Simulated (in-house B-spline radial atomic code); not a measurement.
Values are calculated unless marked as measured or tabulated.
Si in an electron gas of r_s = 3.6: phase shifts, screening and friction

A nucleus sits in a uniform electron gas with a rigid positive background. The Kohn-Sham equations are solved self-consistently in the spin-unpolarised LDA (PW92), non-relativistic, on B-splines with outgoing waves at the boundary and partial waves to l = 8. The model has no lattice, no bands and no magnetic solution. Atomic units; δ_l are the phase shifts at the Fermi level, counted so that each bound state adds π, and good to about 0.0005.

The density parameter is r_s = 3.6 bohr.

```
l  δ_l (rad)
0     7.7761
1     4.7069
2     0.0163
3     0.0019
4     0.0005
5     0.0001
6     0.0002
7     0.0002
8     0.0002
```

Bound levels below the band bottom (hartree): s -64.83, s -4.734, p -3.172, s -0.1198.

Q: Check the Friedel sum rule, and say where the screening charge sits.

A: k_F = (9π/4)^(1/3)/r_s = 0.53310. The rule is Z = (2/π) Σ (2l + 1) δ_l. The terms are s 4.950, p 8.990, d 0.052, f 0.008 and 0.009 beyond, in all 14.010 against Z = 14. Bound states hold 6 s, 6 p, 0 d electrons, so the scattering states carry 2.01 in all; where a term is smaller than its bound count, the bound level has drawn weight out of the band.

Q: Find the transport cross section and the electronic stopping of a 5 keV Si ion (mass 28.09 u).

A: σ_tr = (4π/k_F²) Σ (l + 1) sin²(δ_l − δ_(l+1)). The terms for l = 0 to 3 are 0.0052, 1.9991, 0.0006, 0.0000, all together 2.0049, so σ_tr = 44.217 × 2.0049 = 88.652 bohr². With n = 3/(4π r_s³) = 0.005117, the friction coefficient is Q = n k_F σ_tr = 0.2418. For v well below v_F = 0.533, dE/dx = Q v; with 24801 eV per u at v = 1, v = √(5000/(24801 × 28.09)) = 0.0847, so dE/dx = 0.02049 hartree/bohr = 10.5 eV/nm. The largest term couples the p and d waves.
